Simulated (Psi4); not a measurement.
C4H3S (SMILES [c-]1cccs1), charge -1, singlet, at a GFN2-xTB geometry (a gas-phase anion, which may not be bound at this level); B3LYP/STO-3G in Psi4.

Psi4 was given this input:
```
memory 2 GB

molecule {
-1 1
  S    -0.00082766    0.05267305    1.18469317
  C    -0.01458724    1.38257716   -0.00751956
  C     0.01279089   -1.21209334   -0.00380212
  C    -0.00751256    0.73867156   -1.22850840
  C     0.00746439   -0.68017748   -1.25133482
  H     0.02360557   -2.24376413    0.30791021
  H    -0.01333077    1.31026799   -2.15798828
  H     0.01403491   -1.28314000   -2.15802336
}

set basis sto-3g
set df_basis_scf cc-pvtz-jkfit

energy('b3lyp')
print_variables()
```

The log (banner, timings and long lists left out):

```
   => Loading Basis Set <=

    Name: STO-3G
    Role: ORBITAL
    Keyword: BASIS

         ---------------------------------------------------------
                                   SCF
               by Justin Turney, Rob Parrish, Andy Simmonett
                          and Daniel G. A. Smith
                              RKS Reference
         ---------------------------------------------------------

  ==> Geometry <==

    Molecular point group: c1
    Full point group: C1

    Geometry (in Angstrom), charge = -1, multiplicity = 1:

       Center              X                  Y                   Z               Mass
    ------------   -----------------  -----------------  -----------------  -----------------
         S           -0.000537327431     0.026191871032     1.137176757670    31.972071174400
         C           -0.014296907431     1.356095981032    -0.055035972330    12.000000000000
         C            0.013081222569    -1.238574518968    -0.051318532330    12.000000000000
         C           -0.007222227431     0.712190381032    -1.276024812330    12.000000000000
         C            0.007754722569    -0.706658658968    -1.298851232330    12.000000000000
         H            0.023895902569    -2.270245308968     0.260393797670     1.007825032230
         H           -0.013040437431     1.283786811032    -2.205504692330     1.007825032230
         H            0.014325242569    -1.309621178968    -2.205539772330     1.007825032230

  Running in c1 symmetry.

  Rotational constants: A =      0.27562  B =      0.18510  C =      0.11073 [cm^-1]
  Rotational constants: A =   8262.78617  B =   5549.06850  C =   3319.66760 [MHz]
  Nuclear repulsion =  191.155567216924283

  Charge       = -1
  Multiplicity = 1
  Electrons    = 44
  Nalpha       = 22
  Nbeta        = 22

  ==> Algorithm <==

  SCF Algorithm Type is DF.
  DIIS enabled.
  MOM disabled.
  Fractional occupation disabled.
  Guess Type is SAD.
  Energy threshold   = 1.00e-06
  Density threshold  = 1.00e-06
  Integral threshold = 1.00e-12

  ==> Primary Basis <==

  Basis Set: STO-3G
    Blend: STO-3G
    Number of shells: 20
    Number of basis functions: 32
    Number of Cartesian functions: 32
    Spherical Harmonics?: true
    Max angular momentum: 1

  ==> DFT Potential <==

   => LibXC <=

    Version 7.1.2
    S. Lehtola, C. Steigemann, M. J. T. Oliveira, and M. A. L. Marques,  SoftwareX 7, 1–5 (2018) (10.1016/j.softx.2017.11.002)

   => Composite Functional: B3LYP <=

[...]
   @DF-RKS iter   5:  -545.92651185131558   -1.02613e-03   2.80500e-04 ADIIS/DIIS
   @DF-RKS iter   6:  -545.92656110805603   -4.92567e-05   6.70543e-05 DIIS
   @DF-RKS iter   7:  -545.92656516216914   -4.05411e-06   7.69900e-06 DIIS
   @DF-RKS iter   8:  -545.92656521313506   -5.09659e-08   1.49361e-06 DIIS
   @DF-RKS iter   9:  -545.92656521437482   -1.23975e-09   6.47849e-07 DIIS
  Energy and wave function converged.

  ==> Post-Iterations <==

   Electrons on quadrature grid:
      Ntotal   =   43.9999978994 ; deviation = -2.101e-06

    Orbital Energies [Eh]
    ---------------------

    Doubly Occupied:

[...]
      22A      0.195174

    Virtual:

[...]
      32A      1.048026

    Final Occupation by Irrep:
              A
    DOCC [    22 ]
    NA   [    22 ]
    NB   [    22 ]

  @DF-RKS Final Energy:  -545.92656521437482

   => Energetics <=

    Nuclear Repulsion Energy =            191.1555672169242825
    One-Electron Energy =               -1143.8073653982792166
    Two-Electron Energy =                 446.3463301929109548
    DFT Exchange-Correlation Energy =     -39.6210972259308676
    Empirical Dispersion Energy =           0.0000000000000000
    VV10 Nonlocal Energy =                  0.0000000000000000
    Total Energy =                       -545.9265652143748184

Computation Completed

Properties will be evaluated at   0.000000,   0.000000,   0.000000 [a0]

Properties computed using the SCF density matrix

 Multipole Moments:

 ------------------------------------------------------------------------------------
     Multipole            Electronic (a.u.)      Nuclear  (a.u.)        Total (a.u.)
 ------------------------------------------------------------------------------------

 L = 1.  Multiply by 2.5417464519 to convert [e a0] to [Debye]
 Dipole X            :         -0.0110051            0.0235920            0.0125869
 Dipole Y            :          0.9478916           -2.1518134           -1.2039218
 Dipole Z            :          4.3705818           -3.8610995            0.5094823
 Magnitude           :                                                    1.3073478

 ------------------------------------------------------------------------------------

  Variable Map:
  ----------------------------------------------------------------------------
[...]
  Array Variable Map:
  ----------------------------------------------------------------------------
[...]
[...]
```
